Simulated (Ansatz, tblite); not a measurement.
Removing and adding an electron: Si35H36, a nanocrystal cut from cubic silicon. Charge 0, multiplicity 1. Geometry: r2SCAN-D4/def2-SVP. Ansatz, gas phase; energy differences of separate SCF runs; the oxidised species was run as a doublet alone; the reduced species was run as a doublet alone.

```xyz
71

Si    1.192    3.645   -0.015
Si    1.688    1.490    3.106
Si   -0.887    4.354    3.147
Si   -2.570    2.846    0.032
Si   -2.072    0.690    3.152
Si    3.751    0.801   -0.041
Si    3.264    2.973   -3.186
Si   -0.498    2.157   -3.132
Si    2.064   -0.686   -3.160
Si    4.267   -1.371    3.093
Si    0.500   -2.167    3.125
Si    2.562   -2.856   -0.023
Si    0.001    0.000   -0.001
Si   -3.751   -0.792    0.050
Si   -1.678   -1.482   -3.115
Si   -1.180   -3.650    0.024
Si   -4.267    1.369   -3.094
Si   -3.267   -2.970    3.187
Si    0.883   -4.353   -3.148
Si    1.210    3.662    2.337
Si    3.291    2.967   -0.834
Si    3.791    0.795    2.311
Si   -0.469    2.166   -0.780
Si    0.030    0.003    2.349
Si   -2.539    2.864    2.384
Si   -4.231    1.370   -0.743
Si   -3.730   -0.802    2.403
Si    2.099   -0.687   -0.808
Si    1.606    1.486   -3.942
Si   -2.165    0.683   -3.896
Si    0.417   -2.182   -3.924
Si    2.605   -2.850    2.330
Si   -1.166   -3.650    2.377
Si    0.913   -4.344   -0.797
Si   -1.655   -1.484   -0.762
H     0.875    5.023   -0.526
H     1.688    1.477    4.609
H    -1.187    5.740    2.655
H    -0.872    4.371    4.647
H    -2.851    4.232   -0.479
H    -2.032    0.685    4.655
H     5.084    0.344   -0.567
H     2.970    4.357   -3.685
H     4.604    2.549   -3.712
H    -0.800    3.550   -3.610
H     3.413   -1.125   -3.657
H     4.300   -1.375    4.593
H     5.609   -1.809    2.584
H     0.513   -2.142    4.629
H     3.906   -3.276   -0.549
H    -4.795   -1.754   -0.447
H    -2.742   -2.436   -3.581
H    -2.250   -4.582   -0.473
H    -4.577    2.748   -3.598
H    -5.329    0.429   -3.585
H    -3.259   -2.978    4.687
H    -4.326   -3.919    2.708
H     2.215   -4.804   -3.672
H    -0.170   -5.302   -3.638
H     2.283    4.600    2.814
H     4.344    3.911   -0.327
H     4.841    1.759    2.787
H    -3.889    3.286    2.891
H    -5.565    1.806   -0.205
H    -5.068   -0.344    2.909
H     1.573    1.470   -5.445
H    -2.163    0.676   -5.399
H     0.395   -2.164   -5.427
H     2.889   -4.242    2.820
H    -0.847   -5.035    2.866
H     1.211   -5.723   -0.279
```

The xTB rows come from tblite. Single mean-field runs in def2-TZVP are fitted with def2-universal-jkfit. HOMO above LUMO, or a gap near zero within one spin, warns that the state may not be the lowest or that an electron is smeared out.

| level | −HOMO (eV) | vertical IE (eV) | −LUMO (eV) | vertical EA (eV) | HOMO–LUMO gap (eV) | IE − EA (eV) | remarks |
| --- | --- | --- | --- | --- | --- | --- | --- |
| GFN1-xTB | 11.34 | 12.34 | 8.89 | 7.72 | 2.45 | 4.62 | – |
| GFN2-xTB | 8.61 | 9.72 | 5.93 | 4.76 | 2.68 | 4.96 | – |
| HF/def2-TZVP | 9.13 | 7.91 | -1.25 | -0.68 | 10.38 | 8.59 | – |
| PBE-D4/def2-TZVP | 6.09 | 7.41 | 2.53 | 1.41 | 3.55 | 6.00 | gap within one spin near zero (+1 doublet), gap within one spin near zero (-1 doublet) |
| PBE0-D4/def2-TZVP | 6.99 | 7.91 | 1.87 | 1.13 | 5.13 | 6.77 | – |

   Raw xTB energy differences between charge states are shifted by several eV; the methods need an empirical correction for them. Sets without diffuse functions give affinities that are too small. A negative affinity means that the extra electron isn't bound; its size then hangs on the basis.
